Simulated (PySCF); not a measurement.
A ladder of Hamiltonians for I³⁹⁺ (iodine, charge +39)

Occupied: 1s1/2, 2s1/2, 2p1/2, 2p3/2, 3s1/2, 3p1/2. Hartree-Fock calculated with PySCF 2.14 in an even-tempered Gaussian basis (20 s from 3.6 bohr⁻², ratio 2.3; 16 p from 4.3 bohr⁻², ratio 2.3), Gaussian nucleus throughout. NR is non-relativistic, sf-X2C the spin-free one-electron X2C Hamiltonian, X2C adds the bare one-electron spin-orbit term, X2C-SNSO screens it by Boettger's factors, DC is four-component Dirac-Coulomb, and the Gaunt and Breit terms are added at first order (total energies over the DC spinors, levels after relaxing the spinors in that mean field). QED terms are absent. Levels marked empty are virtual spinors of this ion; the basis has s and p functions only, so 3d, which can lie below the n = 4 levels, is absent.

| Hamiltonian | E (hartree) | E − E(DC) (hartree) | CPU seconds |
| --- | --- | --- | --- |
| X2C | -5788.1075 | 1.4236 | 0.32 |
| X2C-SNSO | -5787.7962 | 1.7350 | 0.32 |
| DC | -5789.5311 | 0.0000 | 18 |
| DC+Gaunt | -5784.3233 | 5.2079 | 31 |
| DC+Breit | -5784.7969 | 4.7342 | 97 |

```tsv
level (eV)	X2C	X2C-SNSO	DC	DC+Gaunt	DC+Breit
1s1/2	-35718.0	-35718.4	-35747.1	-35664.8	-35670.3
2s1/2	-7514.6	-7514.8	-7518.3	-7510.1	-7510.7
2p1/2	-7217.3	-7208.3	-7209.7	-7195.6	-7197.1
2p3/2	-6884.4	-6888.2	-6890.8	-6881.1	-6882.5
3s1/2	-2939.7	-2939.8	-2940.6	-2938.6	-2938.9
3p1/2	-2840.0	-2837.8	-2838.2	-2834.7	-2835.2
3p3/2 (empty)	-2679.5	-2680.4	-2680.9	-2678.7	-2679.1
4s1/2 (empty)	-1508.3	-1508.3	-1508.6	-1507.8	-1507.9
```

```csv
interval (eV),X2C,X2C-SNSO,DC,DC+Gaunt,DC+Breit
2p3/2 − 2p1/2,332.9,320.1,318.9,314.5,314.6
```

Weight of the small component: 1s1/2 0.0381, 2s1/2 0.00844, 2p1/2 0.00838, 2p3/2 0.00796, 3s1/2 0.00312, 3p1/2 0.00307, 3p3/2 0.00293, 4s1/2 0.00153.

Koopmans' value for the highest occupied level at DC+Breit: 2835.2 eV, against an ionisation energy of 2836 ± 4 eV (theoretical estimate listed by NIST; NIST Atomic Spectra Database, ionization energies); the former lacks relaxation, correlation, QED and recoil.

The whole ladder took 150 s of wall time on 1 thread of Intel(R) Xeon(R) Platinum 8488C (shared host), launched as `OMP_NUM_THREADS=1 python relrun2.py TASK.json OUT` (a driver that calls PySCF for each Hamiltonian).
